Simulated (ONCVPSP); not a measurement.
## Pseudopotential generation for palladium: ONCV, PBE, fully relativistic.

Pd (Z = 46), optimised norm-conserving Vanderbilt (ONCV), made with ONCVPSP 4.0.1 (PBE, fully relativistic). Core [Ar] 3d10, reference 4s2 4p6 4d9.5 (charge +0.5). Waves: 4s: rc 1.60 bohr, ncon 4, nbas 8, qcut 9.5 1/bohr, 2 projectors, debl 0.3 Ha; 4p: rc 1.65 bohr, ncon 4, nbas 8, qcut 8.9 1/bohr, 2 projectors, debl 4 Ha; 4d: rc 1.75 bohr, ncon 4, nbas 9, qcut 10.4 1/bohr, 2 projectors, debl 0.9 Ha. Local part: polynomial inside 1.55 bohr (lpopt 5, dvloc0 0 Ha). Core correction: Teter function, fcfact 4, rcfact 1.55.

Open shells are filled in proportion to 2j + 1.

In the s channel the program set the typed energies aside and used -3.329, 0.250 Ha.

All-electron outer shells of the reference configuration (PBE, scalar-relativistic, ld1.x):

```csv
shell,level (eV),outermost node (bohr),outermost maximum (bohr)
4s,-90.64,0.45,0.85
4p,-56.47,0.46,0.91
4d,-9.01,0.45,1.10
```

What the tests gave:

```json
{
  "Cutoffs needed": "30 Ha and 36 Ha (the cutoffs (Ha) at which the residual kinetic energy of the hardest occupied pseudo-wave falls to 1 and 0.1 mHa per electron)",
  "Ghost test": "no bound ghost flagged; no localised positive-energy state flagged",
  "Largest excitation error": "-156 meV (all-electron minus pseudo) for 4s1 4p6 4d10, out of 4 test configurations",
  "rms error of d²Exc/dni dnj": "8.80 mHa without and 3.35 mHa with the model core"
}
```

Generation and tests took about 6.9 s on one core of a shared server CPU.
